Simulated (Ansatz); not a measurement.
An input meant for Ru₃H₄⁺ (charge 1, doublet; atoms displaced at random, 0.03 Å in each coordinate).

```yaml
crystal:
  periodic: [true, true, true]
  atoms:
    - {symbol: Ru, position_ang: [1.436873, -0.027423, -0.426499]}
    - {symbol: Ru, position_ang: [-0.872332, -0.674132, -1.013105]}
    - {symbol: Ru, position_ang: [-0.329032, 1.417801, -0.459138]}
    - {symbol: H, position_ang: [-0.656027, 1.731145, 1.059219]}
    - {symbol: H, position_ang: [0.545501, -1.573294, -0.827321]}
    - {symbol: H, position_ang: [1.215311, -0.090824, 1.145673]}
    - {symbol: H, position_ang: [-1.343455, -0.731432, 0.450708]}
basis:
  gaussian: {orbitals: def2-SVP}
total_charge: 1
magnetization: {spin_polarized: true, initial_magnetization: 1}
hamiltonian: {xc: {name: r2SCANh}, dispersion: d4}
output: {forces: true}
```

```sh
$ ansatz run in.yaml --threads 4 --pin off --events-out ev --progress --plain --max-ram 3916MiB
```

Shortened log:

```
Error: YAML parse error: error: line 2 column 3: crystal: missing field `lattice` (a structure is typed as `lattice` and `atoms`, a molecule's as `atoms` in Å alone, or read from a run's directory, `checkpoint`)
 --> <input>:2:3
1 | crystal:
2 |   periodic: [true, true, true]
3 |   atoms:
4 |     - {symbol: Ru, position_ang: [1.436873, -0.027423, -0.426499]}
```

In this input the species is marked periodic without a cell. The input was rejected before any iteration.
